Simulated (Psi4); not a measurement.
germylsilane (H₆GeSi), singlet, geometry from GFN2-xTB; PBE/3-21G (Psi4 1.11).

Here is a job for Psi4.
```
memory 2 GB

molecule mol {
0 1
Si   -1.567041    0.166939    0.037590
Ge    0.749571   -0.079853   -0.017980
H    -2.146440   -0.688106    1.073906
H    -1.925321    1.555707    0.326932
H    -2.150726   -0.204709   -1.251576
H     1.245743   -1.412990   -0.497010
H     1.480930    0.886275   -0.903769
H     1.448124    0.081968    1.300636
}

set {
  basis 3-21g
  reference rks
}

energy('pbe')
print_variables()
```

### Question
What does Psi4 print? Leave out banner, timings and long lists.

### Answer

```
   => Loading Basis Set <=

    Name: 3-21G
    Role: ORBITAL
    Keyword: BASIS

         ---------------------------------------------------------
                                   SCF
               by Justin Turney, Rob Parrish, Andy Simmonett
                          and Daniel G. A. Smith
                              RKS Reference
         ---------------------------------------------------------

  ==> Geometry <==

    Molecular point group: c1
    Full point group: C1

    Geometry (in Angstrom), charge = 0, multiplicity = 1:

       Center              X                  Y                   Z               Mass
    ------------   -----------------  -----------------  -----------------  -----------------
         SI          -1.655090119123     0.176319102517     0.039701692389    27.976926534650
         GE           0.661521880877    -0.070472897483    -0.015868307611    73.921177761000
         H           -2.234489119123    -0.678725897483     1.076017692389     1.007825032230
         H           -2.013370119123     1.565087102517     0.329043692389     1.007825032230
         H           -2.238775119123    -0.195328897483    -1.249464307611     1.007825032230
         H            1.157693880877    -1.403609897483    -0.494898307611     1.007825032230
         H            1.392880880877     0.895655102517    -0.901657307611     1.007825032230
         H            1.360074880877     0.091348102517     1.302747692389     1.007825032230

  Running in c1 symmetry.

  Rotational constants: A =      1.50030  B =      0.12450  C =      0.12450 [cm^-1]
  Rotational constants: A =  44977.80266  B =   3732.29802  C =   3732.29799 [MHz]
  Nuclear repulsion =  176.220531730140266

  Charge       = 0
  Multiplicity = 1
  Electrons    = 52
  Nalpha       = 26
  Nbeta        = 26

  ==> Algorithm <==

  SCF Algorithm Type is DF.
  DIIS enabled.
  MOM disabled.
  Fractional occupation disabled.
  Guess Type is SAD.
  Energy threshold   = 1.00e-06
  Density threshold  = 1.00e-06
  Integral threshold = 1.00e-12

  ==> Primary Basis <==

  Basis Set: 3-21G
    Blend: 3-21G
    Number of shells: 29
    Number of basis functions: 48
    Number of Cartesian functions: 48
    Spherical Harmonics?: false
    Max angular momentum: 2

  ==> DFT Potential <==

   => LibXC <=

    Version 7.1.2
    S. Lehtola, C. Steigemann, M. J. T. Oliveira, and M. A. L. Marques,  SoftwareX 7, 1–5 (2018) (10.1016/j.softx.2017.11.002)

   => Composite Functional: PBE <=

[...]
   @DF-RKS iter   2: -2357.43242899853476   -9.26080e-02   1.88477e-02 ADIIS/DIIS
   @DF-RKS iter   3: -2357.97403474905741   -5.41606e-01   1.63339e-03 ADIIS/DIIS
   @DF-RKS iter   4: -2357.97871849921921   -4.68375e-03   4.62235e-04 ADIIS/DIIS
   @DF-RKS iter   5: -2357.97929964865580   -5.81149e-04   4.24345e-05 DIIS
   @DF-RKS iter   6: -2357.97930388851546   -4.23986e-06   7.98498e-06 DIIS
   @DF-RKS iter   7: -2357.97930402600559   -1.37490e-07   9.22984e-07 DIIS
  Energy and wave function converged.

  ==> Post-Iterations <==

   Electrons on quadrature grid:
      Ntotal   =   51.9999982544 ; deviation = -1.746e-06

    Orbital Energies [Eh]
    ---------------------

    Doubly Occupied:

[...]
    Virtual:

[...]
      48A      8.098677

    Final Occupation by Irrep:
              A
    DOCC [    26 ]
    NA   [    26 ]
    NB   [    26 ]

  @DF-RKS Final Energy: -2357.97930402600559

   => Energetics <=

    Nuclear Repulsion Energy =            176.2205317301402658
    One-Electron Energy =               -3639.0360820614982913
    Two-Electron Energy =                1206.4377802548895033
    DFT Exchange-Correlation Energy =    -101.6015339495368579
    Empirical Dispersion Energy =           0.0000000000000000
    VV10 Nonlocal Energy =                  0.0000000000000000
    Total Energy =                      -2357.9793040260055932

Computation Completed

Properties will be evaluated at   0.000000,   0.000000,   0.000000 [a0]

Properties computed using the SCF density matrix

 Multipole Moments:

 ------------------------------------------------------------------------------------
     Multipole            Electronic (a.u.)      Nuclear  (a.u.)        Total (a.u.)
 ------------------------------------------------------------------------------------

 L = 1.  Multiply by 2.5417464519 to convert [e a0] to [Debye]
 Dipole X            :          8.5273642           -8.6521984           -0.1248341
 Dipole Y            :         -0.9084407            0.9217334            0.0132927
 Dipole Z            :         -0.2045577            0.2075430            0.0029853
 Magnitude           :                                                    0.1255754

 ------------------------------------------------------------------------------------

  Variable Map:
  ----------------------------------------------------------------------------
[...]
  Array Variable Map:
  ----------------------------------------------------------------------------
[...]
[...]
```
